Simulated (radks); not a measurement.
Yb+, 69 electrons, occupied as [Xe] 4f14 7d1 (not the ground configuration).

Calculated with a radial shooting solver on a logarithmic mesh with Libxc functionals: scalar-relativistic Kohn-Sham, PBE, spin-polarised, spherical densities, point nucleus; open shells are filled with parallel spins first (spin-orbit coupling, left out, can overturn this in heavy ions).

Energy parts (eV):
| part | energy |
|---|---|
| total | -382571.00 |
| kinetic | 416973.89 |
| electron-nucleus | -940997.75 |
| Hartree | 149412.97 |
| exchange-correlation | -7960.11 |

Orbitals (lengths in bohr, moments of r in powers of bohr; <r^-3> diverges for s and p1/2; r(90%) holds 90 % of the orbital's charge):
| orbital | occ. | eigenvalue (eV) | <1/r> | <r> | <r^-3> | r(90%) |
|---|---|---|---|---|---|---|
| 1s up | 1 | -61257.87 | 80.67 | 0.01966 | - | 0.0357 |
| 1s down | 1 | -61257.87 | 80.67 | 0.01966 | - | 0.0357 |
| 2s up | 1 | -10388.42 | 18.80 | 0.08333 | - | 0.129 |
| 2s down | 1 | -10388.42 | 18.80 | 0.08333 | - | 0.129 |
| 2p up | 3 | -9156.206 | 17.26 | 0.07415 | 15980 | 0.121 |
| 2p down | 3 | -9156.205 | 17.26 | 0.07415 | 15980 | 0.121 |
| 3s up | 1 | -2350.709 | 6.947 | 0.2167 | - | 0.318 |
| 3s down | 1 | -2350.710 | 6.947 | 0.2167 | - | 0.318 |
| 3p up | 3 | -1979.334 | 6.466 | 0.2162 | 3485 | 0.323 |
| 3p down | 3 | -1979.334 | 6.466 | 0.2162 | 3485 | 0.323 |
| 3d up | 5 | -1527.545 | 6.123 | 0.1961 | 458.0 | 0.305 |
| 3d down | 5 | -1527.544 | 6.123 | 0.1961 | 458.0 | 0.305 |
| 4s up | 1 | -472.0279 | 2.935 | 0.4879 | - | 0.701 |
| 4s down | 1 | -472.0279 | 2.935 | 0.4879 | - | 0.701 |
| 4p up | 3 | -350.1718 | 2.677 | 0.5183 | 790.1 | 0.754 |
| 4p down | 3 | -350.1719 | 2.677 | 0.5183 | 790.1 | 0.754 |
| 4d up | 5 | -189.8702 | 2.366 | 0.5602 | 87.35 | 0.843 |
| 4d down | 5 | -189.8700 | 2.366 | 0.5602 | 87.35 | 0.843 |
| 4f up | 7 | -14.9820 | 1.734 | 0.7810 | 12.31 | 1.37 |
| 4f down | 7 | -14.9772 | 1.734 | 0.7806 | 12.32 | 1.37 |
| 5s up | 1 | -67.0699 | 1.097 | 1.208 | - | 1.75 |
| 5s down | 1 | -67.0537 | 1.097 | 1.207 | - | 1.75 |
| 5p up | 3 | -39.5131 | 0.9035 | 1.441 | 95.25 | 2.13 |
| 5p down | 3 | -39.4904 | 0.9037 | 1.441 | 95.30 | 2.13 |
| 7d up | 1 | -2.3791 | 0.1049 | 12.94 | 0.2259 | 17.8 |

The highest occupied level is 7d up at -2.379 eV. Spin moment in Bohr magnetons: 1. The density falls to 0.001 e/bohr^3 at r = 3.31 bohr. Summed over all electrons, <r^2> = 223.3 bohr^2, which gives a Langevin (diamagnetic) susceptibility term of -177 x 10^-6 cm^3/mol.
